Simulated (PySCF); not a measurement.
Polarisability and C₆ of W (tungsten, neutral)

[Xe] 4f14 5d4 6s2, high-spin 5D determinant. All numbers are calculated (PySCF 2.14, the spin-free X2C one-electron Hamiltonian (Gaussian nucleus), in x2c-TZVPPall with one added diffuse shell each of s, p, d, f type (12s8p8d4f1g, 113 functions)). Coupled (time-dependent) response in atomic units; α is the mean over directions.

```csv
method,mean α (bohr³),"α xx, yy, zz",C₆ (like pair),S(−4)
PBE,69.74,"71.57, 71.57, 66.06",847.4,1878
```

S(−4) is the Cauchy moment in α(ω) = α(0) + S(−4) ω² + …

Reference α: 68 ± 15 bohr³ (recommended; Schwerdtfeger and Nagle, table of static dipole polarizabilities (2023 update)). Published C₆: 757.0 (Gould and Bucko (2016)).

Spin-orbit coupling is absent.

α(iu) at PBE:

```json
{"u (hartree)": "0", "α(iu) (bohr³)": "69.74"}
{"u (hartree)": "0.0500", "α(iu) (bohr³)": "65.45"}
{"u (hartree)": "0.100", "α(iu) (bohr³)": "55.95"}
{"u (hartree)": "0.200", "α(iu) (bohr³)": "37.64"}
{"u (hartree)": "0.300", "α(iu) (bohr³)": "26.13"}
{"u (hartree)": "0.500", "α(iu) (bohr³)": "14.96"}
{"u (hartree)": "0.750", "α(iu) (bohr³)": "9.190"}
{"u (hartree)": "1.00", "α(iu) (bohr³)": "6.406"}
{"u (hartree)": "1.50", "α(iu) (bohr³)": "3.754"}
{"u (hartree)": "2.00", "α(iu) (bohr³)": "2.506"}
{"u (hartree)": "3.00", "α(iu) (bohr³)": "1.356"}
{"u (hartree)": "5.00", "α(iu) (bohr³)": "0.5785"}
```

A single London oscillator, α(iu) = α/(1 + u²/ω²), gives C₆ = (3/4) ω α². Matching the computed C₆ needs ω = 4 × 847.4 / (3 × 69.74²) = 0.232 hartree.

The components differ because the open shell of this determinant is not spherical; for a pure term their mean is the scalar polarisability.

Spin-orbit coupling, absent here, splits the open shell strongly.
